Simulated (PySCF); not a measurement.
## Zinc: highly charged ions in a basis for the neutral atom

Zn¹³⁺ [Ne] 3s2 3p5, Zn¹⁴⁺ [Ne] 3s2 3p4. All numbers are calculated (PySCF 2.14, a scalar-relativistic core potential, in cc-pVDZ-PP with ECP10MDF). No spin-orbit coupling, so a gap to NIST mixes the basis error with missing relativistic terms.

Changed run: basis of the neutral atom used for a highly charged ion. This setting is unsound on purpose.

```
species  method  sound run (hartree)  changed run (hartree)  converged
  Zn¹³⁺     UHF              not run             -149.74803        yes
  Zn¹³⁺    TPSS              not run             -150.03352        yes
  Zn¹³⁺    MN15              not run             -149.62794        yes
  Zn¹⁴⁺     UHF              not run             -133.03472        yes
  Zn¹⁴⁺    TPSS              not run             -133.30954        yes
  Zn¹⁴⁺    MN15              not run             -132.91895        yes
```

Ionisation energy of Zn¹³⁺:

```tsv
method	changed run (eV)	NIST (eV)
UHF	454.79	453.4 ± 0.3
TPSS	455.08	453.4 ± 0.3
MN15	454.67	453.4 ± 0.3
```

The contracted functions were made for the neutral atom and can be too rigid for a highly charged ion.
